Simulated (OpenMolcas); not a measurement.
## Multiplet structure of Pr²⁺

```json
{
  "Program": "OpenMolcas",
  "Method": "SS-RASPT2, IPEA 0.25 Eh, imaginary shift 0.1 Eh (closed shells correlated: 5s 5p)",
  "Basis": "ANO-RCC-VTZP [8s7p5d3f2g1h]",
  "Scalar Hamiltonian": "DKH2, point nucleus",
  "Active space": "3 electrons in 12 orbitals (RAS2 4f; RAS3 5d, at most 1 electron)",
  "State averaging": "2S+1 = 4 odd, 35 roots (30 in the spin-orbit step); 2S+1 = 2 odd, 112 roots (56 in the spin-orbit step); 2S+1 = 4 even, 105 roots (90 in the spin-orbit step); 2S+1 = 2 even, 124 roots kept (CI in the orbitals of an earlier block)",
  "Spin-orbit coupling": "state interaction with AMFI integrals over the reference wave functions, term energies averaged over their components"
}
```

Spin-free terms above the lowest, with the occupations of the reference:

| Configuration | Term | E (cm⁻¹) | Occupations |
| --- | --- | --- | --- |
| 4f³ | ⁴I° | 0.0 | 4f 3.00 |
| 4f³ | ²H° | 8810 | 4f 3.00 |
| 4f³ | ⁴S° | 10670 | 4f 3.00 |
| 4f³ | ⁴F° | 10670 | 4f 3.00 |
| 4f² 5d | ²H(1) | 11260 | 4f 2.00 5d 1.00 |
| 4f³ | ²G° | 12550 | 4f 3.00 |
| 4f² 5d | ⁴I | 13030 | 4f 2.00 5d 1.00 |
| 4f² 5d | ⁴K | 13980 | 4f 2.00 5d 1.00 |
| 4f² 5d | ⁴G(1) | 14510 | 4f 2.00 5d 1.00 |
| 4f² 5d | ²I(1) | 15100 | 4f 2.00 5d 1.00 |
| 4f² 5d | ⁴H(1) | 15150 | 4f 2.00 5d 1.00 |
| 4f³ | ²K° | 15500 | 4f 3.00 |
| 4f² 5d | ²F(1) | 16390 | 4f 2.00 5d 1.00 |
| 4f³ | ⁴G° | 16970 | 4f 3.00 |
| 4f² 5d | ⁴H(2) | 18290 | 4f 2.00 5d 1.00 |

With spin-orbit coupling, above the lowest level:

```
Configuration   Term     J  E (cm⁻¹)  Measured (cm⁻¹)      g  Term weight %    Second
          4f³    ⁴I°   9/2       0.0              0.0  0.733             97     3 ²H°
          4f³    ⁴I°  11/2      1520             1398  0.966             99          
          4f³    ⁴I°  13/2      3150             2893  1.107            100          
          4f³    ⁴I°  15/2      4850             4454  1.199             99          
          4f³    ²H°   9/2     10130            10033  0.938             82    13 ²G°
          4f³    ⁴F°   3/2     11620             9371  0.429             94     5 ²D°
       4f² 5d  ²H(1)   9/2     11910            12847  0.841             55     40 ⁴I
          4f³    ⁴F°   5/2     12470            10138  1.033             98     2 ²D°
          4f³    ²H°  11/2     12520            12495  1.092             97          
       4f² 5d     ⁴K  11/2     12770            13352  0.844             66  21 ²I(1)
          4f³    ⁴S°   3/2     13080            10950  1.949             93     6 ²P°
          4f³    ⁴F°   7/2     13080            10859  1.163             78    21 ²G°
       4f² 5d     ⁴I   9/2     13440            14559  0.812             57  38 ²H(1)
          4f³    ⁴F°   9/2     13760            11762  1.258             73    18 ²G°
       4f² 5d  ²H(1)  11/2     14060                   1.007             45     37 ⁴I
       4f² 5d  ⁴G(1)   5/2     14450                   0.640             77  20 ²F(1)
       4f² 5d     ⁴I  11/2     14530            15526  0.976             59  19 ²H(1)
          4f³    ²G°   7/2     15070                   0.967             75    22 ⁴F°
       4f² 5d  ⁴H(1)   7/2     15080            16136  0.701             87   5 ⁴G(1)
       4f² 5d     ⁴K  13/2     15110            15454  0.972             93   6 ²I(1)
       4f² 5d  ⁴G(1)   7/2     15850                   0.974             85   6 ²F(1)
       4f² 5d     ⁴I  13/2     16160            17113  1.106             98          
       4f² 5d  ⁴H(1)   9/2     16680                   0.986             89   6 ⁴G(1)
          4f³    ²G°   9/2     17300                   1.155             65    24 ⁴F°
       4f² 5d     ⁴K  15/2     17340            17535  1.091            100          
          4f³    ²K°  13/2     17410            16089  0.935             99          
       4f² 5d  ⁴G(1)   9/2     17490                   1.148             89   6 ⁴H(1)
       4f² 5d  ²I(1)  11/2     17600            18242  0.972             62  13 ²H(1)
       4f² 5d  ²F(1)   5/2     17910                   0.867             52  20 ⁴G(1)
          4f³    ⁴G°   5/2     18020            14187  0.570            100          
       4f² 5d     ⁴I  15/2     18090            18921  1.197             97      2 ²K
       4f² 5d  ⁴H(1)  11/2     18450                   1.117             90   7 ²I(1)
       4f² 5d  ⁴H(2)   7/2     18450            18990  0.677             95   3 ²G(3)
```

Against the 23 measured excited levels shown (Martin, Zalubas and Hagan, Atomic Energy Levels: The Rare-Earth Elements, NSRDS-NBS 60 (1978); the list in Maison, Palmeri and Quinet, J. Phys. B 58, 015001 (2025)) the mean absolute deviation is 1100 cm-1; the largest miss in energy is 4f³ ⁴G°_5/2: computed 18020, measured 14187 cm⁻¹ (+27.0 %).

Spin-orbit coupling puts the lowest level 2841 cm⁻¹ below the lowest spin-free term.

For ⁴I° the intervals divided by the larger J are 276.5, 250.7, 226.6 cm-1. Landé's interval rule makes them equal in pure LS coupling; they differ by 20 % of their mean. The multiplet is regular.

Term energies are means over components that CASPT2 splits; among the terms shown or strongly mixed into the levels shown the widest spread is 360 cm-1 (4f³ ²K°). Each CASPT2 term energy is a mean over a sample of three components. High states are left out of the spin-orbit mixing, which shifts the levels that they would mix with. Some levels mix across a computed gap that differs much from the measured one, so their mixing is not that of the real levels. Terms from blocks run as CI alone lack orbitals of their own. The CASPT2 spread within a term exceeds the gap to the next term for 4f³ ⁴S° and 4f³ ⁴F°, 4f² 5d ⁴H(1) and 4f³ ²K°, 4f² 5d ⁴H(2) and 4f² 5d ⁴F(1), so the order of their levels is uncertain, and so are names and mixing where such terms share a J. Some terms miss by over 15 % even with CASPT2, which points to a basis or an active space too small for the shells correlated. Computed and measured levels are paired by configuration, term and J; levels that our copy of the source lacks, or whose pairing is in doubt (as where it misses far off the trend of its configuration), stay unpaired and out of the deviations. Only configurations of the active space appear. The first state left out of the spin-orbit step lies near 23000 cm-1 above the lowest spin-free state of the reference (among the parities and spins computed), and the list stops at four fifths of that energy or lower.

The term weight is that of the spin-free term in the level, not the purity of its configuration. A number in round brackets counts repeated terms of one configuration in the order of the reference energies. ° marks odd parity.
